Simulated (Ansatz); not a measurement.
Molecule: CHO, charge 1, multiplicity 1. It need not be the lowest isomer of its formula. SMILES: [C][OH+]
Geometry: optimised at B3LYP-D3(BJ)/def2-TZVP (Ansatz, a quantum-chemistry and plane-wave program).

Quantity: vertical electron affinity (to the doublet state of charge +0; a negative value means that the extra electron is unbound and the number depends on the basis; each state is the SCF solution reached for its spin), in eV. Valence correlation only, unless marked. UHF or UKS for open shells. Spin-orbit coupling is left out. Non-relativistic. CBS marks a two-point X^-3 extrapolation of the correlation energy; Hartree-Fock from the larger set.

| level | program | vertical electron affinity (eV) | minus last row |
|---|---|---|---|
| SVWN5/def2-TZVPD | Ansatz | 6.64 | 0.30 |
| PBE/def2-TZVPD | Ansatz | 6.57 | 0.23 |
| r2SCAN/def2-TZVPD | Ansatz | 6.63 | 0.29 |
| PBE0/def2-TZVPD | Ansatz | 6.63 | 0.29 |
| BHLYP/def2-TZVPD | Ansatz | 6.62 | 0.28 |
| CAM-B3LYP/def2-TZVPD | Ansatz | 6.72 | 0.38 |
| wB97X-V/def2-TZVPD | Ansatz | 6.49 | 0.15 |
| wB97X/def2-TZVPD | Ansatz | 6.53 | 0.19 |
| CCSD/aug-cc-pVDZ | Ansatz | 6.15 | -0.19 |
| CCSD/def2-SVPD | Ansatz | 6.16 | -0.18 |
| CCSD/aug-cc-pVTZ | Ansatz | 6.31 | -0.03 |
| CCSD/def2-TZVPPD | Ansatz | 6.27 | -0.07 |
| CCSD/aug-cc-pVQZ | Ansatz | 6.35 | 0.01 |
| CCSD/def2-QZVPPD | Ansatz | 6.33 | -0.01 |
| CCSD/CBS(aug-cc-pVTZ,aug-cc-pVQZ) | Ansatz | 6.38 | 0.04 |
| CCSD(T)/aug-cc-pVDZ | Ansatz | 6.10 | -0.24 |
| CCSD(T)/aug-cc-pVTZ | Ansatz | 6.27 | -0.07 |
| CCSD(T)/aug-cc-pVQZ | Ansatz | 6.31 | -0.03 |
| CCSD(T)/def2-QZVPPD | Ansatz | 6.29 | -0.05 |
| CCSD(T)/CBS(def2-TZVPPD,def2-QZVPPD) | Ansatz | 6.34 | 0.00 |
| CCSD(T)/CBS(aug-cc-pVTZ,aug-cc-pVQZ) | Ansatz | 6.34 | 0.00 |
